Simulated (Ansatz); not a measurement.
Consider the ligand exchange at the Si–C bond: `CC[Si]C` + CH₃OH → `CO[Si]C` + `CC`.

Program: Ansatz. Geometries: PBE0-D4/def2-TZVP. ΔE: electronic, gas phase. CBS: MP2 limit from def2 TZ/QZ plus the TZ coupled-cluster correction, frozen cores. This one scheme is used for every species. Functionals use def2-TZVPP. B3LYP here is the variant with VWN-RPA as its local correlation; programs differ in this. HSE06 is defined as in plane-wave codes. Each species was taken in one conformer, which may not be the lowest.

```tsv
level	ΔE (kcal/mol)	difference from CCSD(T)/CBS
LDA (SPW92)	-36.8	-0.2
PBE-D4	-36.0	0.6
revPBE-D4	-35.4	1.2
BLYP-D4	-38.8	-2.2
r2SCAN-D4	-37.9	-1.3
B97M-V	-38.6	-2.0
PBE0-D4	-35.7	0.9
B3LYP-D4	-38.6	-2.0
r2SCANh-D4	-37.6	-1.0
r2SCAN0-D4	-37.3	-0.7
HSE06-D4	-35.7	0.9
BHLYP-D4	-38.8	-2.2
CAM-B3LYP-D4	-39.3	-2.7
ωB97X-V	-37.5	-0.9
PBE-QIDH	-36.6	0.0
PBE	-36.5	0.1
revPBE	-36.3	0.3
BLYP	-39.8	-3.2
r2SCAN	-38.0	-1.4
PBE0	-36.1	0.5
B3LYP	-39.3	-2.7
r2SCANh	-37.7	-1.1
r2SCAN0	-37.4	-0.8
HSE06	-36.1	0.5
BHLYP	-39.5	-2.9
CAM-B3LYP	-39.8	-3.2
LC-ωPBE	-36.9	-0.3
RPA@PBE/def2-TZVPP	-36.8	-0.2
HF/def2-SVP	-37.2	-0.6
CCSD/def2-SVP	-36.4	0.2
CCSD(T)/def2-SVP	-36.5	0.1
HF/def2-TZVPP	-39.6	-3.0
MP2/def2-TZVPP	-37.6	-1.0
SCS-MP2/def2-TZVPP	-38.2	-1.6
CCSD/def2-TZVPP	-37.1	-0.5
HF/def2-QZVPP	-39.8	-3.2
MP2/def2-QZVPP	-37.5	-0.9
SCS-MP2/def2-QZVPP	-38.0	-1.4
MP2/CBS(def2)	-37.2	-0.6
CCSD/CBS(def2)	-36.7	-0.1
CCSD(T)/CBS	-36.6	0
```

**Question.** What do rigid-rotor, harmonic-oscillator terms from PBE0-D4/def2-TZVP frequencies (298.15 K, 1 bar) make of the CCSD(T)/CBS value? (An estimate is asked.)

**Answer.** Ansatz gave: ΔZPE = +0.8 kcal/mol, ΔH = -36.0 kcal/mol, ΔS = -16 J/(mol·K), ΔG = -34.8 kcal/mol.

Largest T1 diagnostic among the species: 0.014.

The D4 term adds +0.7 kcal/mol with B3LYP and +0.4 kcal/mol with PBE0; it sums over pairs of atoms, weighted by their polarisabilities, and B3LYP, whose exchange is more repulsive, gets the larger term. In def2-TZVPP, CCSD(T) changes the Hartree–Fock value by +2.6 kcal/mol (the triples alone add +0.1 kcal/mol) and MP2 by +2.0 kcal/mol.
